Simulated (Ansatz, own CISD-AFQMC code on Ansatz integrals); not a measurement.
H4OSi2, SMILES `O[SiH]=[SiH2]` (H–O–Si–Si torsion 144°) (charge 0, multiplicity 1).

Z-matrix (Å, degrees):
```
Si
O 1 1.6440
H 2 0.9615 1 118.94
H 1 1.4899 2 108.37 3 4.22
Si 1 2.2124 4 120.24 2 149.08
H 5 1.4893 1 109.81 4 170.50
H 5 1.4921 6 108.19 1 112.26
```
Charge 0, multiplicity 1.

Frozen-core energies in cc-pVDZ from Ansatz (a quantum-chemistry and plane-wave program) at a geometry from B3LYP-D3(BJ)/def2-TZVP; the HF reference has <S^2> = 0.00 (restricted, and unstable towards unrestricted orbitals) and the T1 diagnostic is 0.019.

| level | energy (Ha) | difference from CCSDT(Q) (mHa) |
|---|---|---|
| HF | -655.01563 | 441.40 |
| MP2 | -655.39996 | 57.06 |
| CCSD | -655.44056 | 16.46 |
| CCSD(T) | -655.45412 | 2.90 |
| CCSDT | -655.45565 | 1.38 |
| phaseless AFQMC, CISD trial (own CISD-AFQMC code on Ansatz integrals; ±0.39 mHa) | -655.45639 | 0.63 |
| CCSDT(Q) | -655.45703 | 0.00 |
